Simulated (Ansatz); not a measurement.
Geometry optimisation, Ansatz 0.2.0, RKS PBE-D4/def2-SVP.

Input:

```yaml
crystal:
  periodic: [false, false, false]
  atoms:
    - { symbol: Sn, position_ang: [-0.168643, 0.352844, -0.04031] }
    - { symbol: Cl, position_ang: [-0.509288, 0.655941, 2.311572] }
    - { symbol: Cl, position_ang: [2.126313, 0.666231, -0.494541] }
    - { symbol: H, position_ang: [-1.066889, 1.490394, -0.959911] }
    - { symbol: O, position_ang: [-0.770841, -1.476771, -0.55981] }
    - { symbol: H, position_ang: [-0.867336, -2.048224, 0.229899] }
    - { symbol: Si, position_ang: [1.579462, -2.62794, 1.305438] }
    - { symbol: H, position_ang: [0.477201, -3.644967, 1.152169] }
    - { symbol: H, position_ang: [2.222421, -2.381222, -0.023197] }
    - { symbol: H, position_ang: [2.595068, -3.163748, 2.274935] }
    - { symbol: H, position_ang: [0.992032, -1.391537, 1.862356] }
basis:
  gaussian: { orbitals: def2-SVP }
hamiltonian:
  xc: pbe
  dispersion: d4
relax:
  f_tol: 0.03
  max_steps: 50
```

Run as:

```bash
$ ansatz run input.yaml --threads 4 --pin off --max-ram 5120MiB --backend cpu --events-out ev --progress --plain --runs-dir out
```

Q: Where does it end, and by what steps?

A: The run converged. The force dipped under the threshold on the way, but the program's further checks kept it going. After 45 steps the energy has fallen by 0.165 eV; Cl2 moved furthest, 2.26 Å.

| step | energy less start (eV) | largest force component (eV/Å) | accepted |
| --- | --- | --- | --- |
| 0 | 0.0000 | 0.621 | yes |
| 2 | -0.1098 | 0.123 | yes |
| 4 | -0.1185 | 0.190 | yes |
| 6 | -0.1354 | 0.079 | yes |
| 8 | -0.1378 | 0.065 | yes |
| 10 | -0.1394 | 0.108 | yes |
| 12 | -0.1405 | 0.205 | yes |
| 14 | -0.1427 | 0.021 | yes |
| 16 | -0.1444 | 0.106 | yes |
| 18 | -0.1460 | 0.058 | yes |
| 20 | -0.1509 | 0.236 | yes |
| 22 | -0.1533 | 0.045 | yes |
| 24 | -0.1557 | 0.034 | yes |
| 26 | -0.1575 | 0.056 | yes |
| 28 | -0.1591 | 0.088 | yes |
| 30 | -0.1602 | 0.059 | yes |
| 32 | -0.1611 | 0.068 | yes |
| 34 | -0.1621 | 0.039 | yes |
| 36 | -0.1623 | 0.056 | no |
| 38 | -0.1632 | 0.047 | yes |
| 40 | -0.1638 | 0.070 | yes |
| 42 | -0.1644 | 0.069 | yes |
| 44 | -0.1647 | 0.057 | yes |
| 45 | -0.1649 | 0.023 | yes |

```xyz
11
Properties=species:S:1:pos:R:3
Sn -0.329 0.623 -0.106
Cl -1.580 2.225 1.092
Cl 1.941 1.140 0.271
H -0.722 0.580 -1.774
O -0.733 -1.177 0.657
H -0.649 -1.173 1.632
Si 1.726 -3.150 1.047
H 0.604 -3.908 0.400
H 2.251 -2.085 0.131
H 2.840 -4.110 1.370
H 1.260 -2.534 2.339
```

The run took 2.1 min on 4 threads of Arm Neoverse N1 (shared host), peak memory 0.19 GiB.
